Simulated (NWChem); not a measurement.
System: C5H6; SMILES C#CC1CC1

NWChem input:

```
start job
memory heap 200 mb stack 900 mb global 1100 mb
geometry units angstroms
  C     -0.205944    -2.276874     0.000000
  C      0.148837    -1.117479     0.000000
  C      0.570203     0.257912     0.000000
  C     -0.231865     1.300703    -0.745573
  C     -0.231865     1.300703     0.745573
  H     -0.518313    -3.304423     0.000000
  H      1.656967     0.396014     0.000000
  H     -1.130114     0.957852    -1.264476
  H      0.330135     2.076540    -1.271789
  H      0.330135     2.076540     1.271789
  H     -1.130114     0.957852     1.264476
end
basis spherical
  * library def2-svp
end
dft
  xc becke88 lyp
  iterations 150
end
driver
  maxiter 120
end
task dft optimize
task dft freq
```

NWChem printed, in part:

```
             Northwest Computational Chemistry Package (NWChem) 7.3.0
             --------------------------------------------------------

 CS  symmetry detected

                             Geometry "geometry" -> ""
                             -------------------------

 Output coordinates in angstroms (scale by  1.889725989 to convert to a.u.)

  No.       Tag          Charge          X              Y              Z
 ---- ---------------- ---------- -------------- -------------- --------------
    1 C                    6.0000    -0.20576712     2.27509520     0.00000000
    2 C                    6.0000     0.15126009     1.11638993     0.00000000
    3 C                    6.0000     0.57529076    -0.25818189     0.00000000
    4 C                    6.0000    -0.22475483    -1.30252532    -0.74557300
    5 C                    6.0000    -0.22475483    -1.30252532     0.74557300
    6 H                    1.0000    -0.52012689     3.30203691     0.00000000
    7 H                    1.0000     1.66232036    -0.39417752     0.00000000
    8 H                    1.0000    -1.12366658    -0.96141574    -1.26447600
    9 H                    1.0000     0.33874766    -2.07727172    -1.27178900
   10 H                    1.0000     0.33874766    -2.07727172     1.27178900
   11 H                    1.0000    -1.12366658    -0.96141574     1.26447600

 Effective nuclear repulsion energy (a.u.)     147.1635229778

      Symmetry information
      --------------------

 Group name             Cs
 Group number              2
 Group order               2
 No. of unique centers     8

                                Z-matrix (autoz)
                                --------

 Units are Angstrom for bonds and degrees for angles

[...]

      ----------------------
      Optimization converged
      ----------------------

  Step       Energy      Delta E   Gmax     Grms     Xrms     Xmax
  ---- ---------------- -------- -------- -------- -------- --------
@    6    -193.79606959 -6.9D-07  0.00009  0.00002  0.00072  0.00150
                                     ok       ok       ok       ok

                                Z-matrix (autoz)
                                --------

 Units are Angstrom for bonds and degrees for angles

[...]

 Rotational Constants
 --------------------
 A=   0.523059 cm-1  (  0.752548 K)
 B=   0.108441 cm-1  (  0.156019 K)
 C=   0.102920 cm-1  (  0.148076 K)

 Temperature                      =   298.15K
 frequency scaling parameter      =   1.0000

 Zero-Point correction to Energy  =   54.879 kcal/mol  (  0.087456 au)
 Thermal correction to Energy     =   58.176 kcal/mol  (  0.092710 au)
 Thermal correction to Enthalpy   =   58.769 kcal/mol  (  0.093654 au)

 Total Entropy                    =   71.426 cal/mol-K
   - Translational                =   38.464 cal/mol-K (mol. weight =  66.0469)
   - Rotational                   =   25.117 cal/mol-K (symmetry #  =        1)
   - Vibrational                  =    7.845 cal/mol-K

 Cv (constant volume heat capacity) =   19.330 cal/mol-K
   - Translational                  =    2.979 cal/mol-K
   - Rotational                     =    2.979 cal/mol-K
   - Vibrational                    =   13.371 cal/mol-K

[normal modes left out]

 ----------------------------------------------------------------------------
 Normal Eigenvalue ||           Projected Infra Red Intensities
  Mode   [cm**-1]  || [atomic units] [(debye/angs)**2] [(KM/mol)] [arbitrary]
 ------ ---------- || -------------- ----------------- ---------- -----------
    1       -0.000 ||    0.000001           0.000         0.001       0.001
    2       -0.000 ||    0.000110           0.003         0.107       0.133
    3       -0.000 ||    0.000125           0.003         0.122       0.152
    4       -0.000 ||    0.000128           0.003         0.125       0.155
    5        0.000 ||    0.000095           0.002         0.093       0.115
    6        0.000 ||    0.000005           0.000         0.005       0.006
    7      197.994 ||    0.001135           0.026         1.106       1.377
    8      204.616 ||    0.001243           0.029         1.212       1.508
    9      486.318 ||    0.006817           0.157         6.646       8.274
   10      497.476 ||    0.001149           0.027         1.120       1.395
   11      608.798 ||    0.041570           0.959        40.525      50.453
   12      663.810 ||    0.035687           0.823        34.789      43.312
   13      733.664 ||    0.002325           0.054         2.267       2.822
   14      784.472 ||    0.001009           0.023         0.984       1.225
   15      785.508 ||    0.008585           0.198         8.369      10.419
   16      850.961 ||    0.001179           0.027         1.149       1.431
   17      938.705 ||    0.020306           0.468        19.795      24.644
   18     1015.509 ||    0.004071           0.094         3.969       4.941
   19     1030.294 ||    0.005058           0.117         4.931       6.138
   20     1062.757 ||    0.000834           0.019         0.813       1.013
   21     1093.615 ||    0.000117           0.003         0.114       0.142
   22     1148.428 ||    0.000377           0.009         0.367       0.457
   23     1172.910 ||    0.000843           0.019         0.822       1.023
   24     1324.667 ||    0.004051           0.093         3.949       4.917
   25     1396.470 ||    0.001530           0.035         1.492       1.857
   26     1435.101 ||    0.000375           0.009         0.365       0.455
   27     2148.805 ||    0.018893           0.436        18.418      22.930
   28     3046.088 ||    0.005241           0.121         5.109       6.361
   29     3046.702 ||    0.016111           0.372        15.706      19.554
   30     3050.868 ||    0.007893           0.182         7.694       9.579
   31     3136.871 ||    0.000129           0.003         0.126       0.157
   32     3147.992 ||    0.010180           0.235         9.924      12.355
   33     3397.698 ||    0.074728           1.724        72.849      90.696
 ----------------------------------------------------------------------------
```

Level: BLYP/def2-SVP.
